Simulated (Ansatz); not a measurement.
`C[N](C)[GeH]` + H₂S → `[SH][GeH]` + `CNC` at 600 K and 1 bar (ligand exchange at a Ge–N bond).

Calculated with Ansatz (gas phase, PBE0-D4/def2-TZVP geometries, no zero-point term in ΔE). CCSD(T)/CBS adds triple-zeta CCSD(T) − MP2 to the extrapolated MP2 energy (def2 sets, frozen cores). This one scheme is used for every species. For Ge outer-core shells are correlated without core-valence functions, which leaves a few kJ/mol of doubt a bond. Scalar relativity is left out up to krypton.

```csv
species,CCSD(T)/CBS energy (Eh),H − E (kJ/mol),S (J/(mol·K))
`C[N](C)[GeH]`,-2211.10778,287.8,400.3
H₂S,-398.97279,60.8,230.9
`[SH][GeH]`,-2475.08182,71.1,311.2
`CNC`,-135.00321,284.6,333.5
```

H − E and S are ideal-gas, rigid-rotor, harmonic terms from PBE0-D4/def2-TZVP. 1 Eh = 2625.50 kJ/mol, R = 8.31446 J/(mol·K).

**Question.** By hand: ΔE, ΔH, ΔS and ΔG.

**Answer.** ΔE = (-2475.08182) + (-135.00321) − (-2211.10778) − (-398.97279) = -0.00446 Eh = -11.7 kJ/mol. Δ(H − E) = 71.1 + 284.6 − 287.8 − 60.8 = 7.1, so ΔH = -4.6 kJ/mol. ΔS = 311.2 + 333.5 − 400.3 − 230.9 = 13.5 J/(mol·K). ΔG = -4.6 − 600 × (13.5)/1000 = -12.7 kJ/mol.

**Question.** By hand: the equilibrium constant, and the temperature at which ΔG would vanish if ΔH and ΔS stayed fixed.

**Answer.** log₁₀ K = −ΔG/(RT ln 10) = 1.1. ΔH and −TΔS have one sign here, so there is no such temperature.

TΔS isn't small against ΔH here. A doubt of 5 kJ/mol in ΔE shifts log₁₀ K by 0.4 here. These are equilibria of isolated gas molecules and say nothing of rates. Largest T1 diagnostic: 0.016 (customary marks: 0.02 for closed shells, 0.045 for open ones).
